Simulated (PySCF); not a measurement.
## Relaxation of singlet TcO₃Cl

These are results of PBE0/[Tc def2-SVP with ECP28, O def2-SVP, Cl def2-SVP], scalar-relativistic core potentials, density fitting, no spin–orbit coupling, PySCF, not measurements. A (50,194) grid was used.

A hand-made tetrahedral start, of C3v symmetry, held to at least that symmetry:

Coordinates in bohr (charge 0 multiplicity 1):
```
Tc   -0.4333    0.0000   -0.3063
O    -3.1642   -0.0002    1.6250
O    -0.4334    2.7311   -2.2374
O    -0.4333   -2.7310   -2.2376
Cl    3.0693    0.0000    2.1701
```

Optimiser trace:
```json
{"step": "0", "E − E(last) (kJ/mol)": "94.91", "largest gradient (Eh/bohr)": "0.08354"}
{"step": "1", "E − E(last) (kJ/mol)": "3.69", "largest gradient (Eh/bohr)": "0.02809"}
{"step": "2", "E − E(last) (kJ/mol)": "0.32", "largest gradient (Eh/bohr)": "0.00584"}
{"step": "3", "E − E(last) (kJ/mol)": "0.00", "largest gradient (Eh/bohr)": "0.00032"}
{"step": "4", "E − E(last) (kJ/mol)": "0.00", "largest gradient (Eh/bohr)": "0.00004"}
```

It ends at C3v with Tc–Cl 2.234 Å, Tc–O 1.659 Å (×3); Cl–Tc–O 109.2° (×3), O–Tc–O 109.7° (×3). A frequency run shows a minimum.

Final geometry:
```xyz
5
charge 0 multiplicity 1, angstrom
Tc   -0.2332    0.0000   -0.1649
O    -1.5832   -0.0001    0.7989
O    -0.2269    1.3565   -1.1194
O    -0.2268   -1.3564   -1.1195
Cl    1.5912    0.0000    1.1250
```

The relaxation took of the order of 70 core-seconds on a shared host.
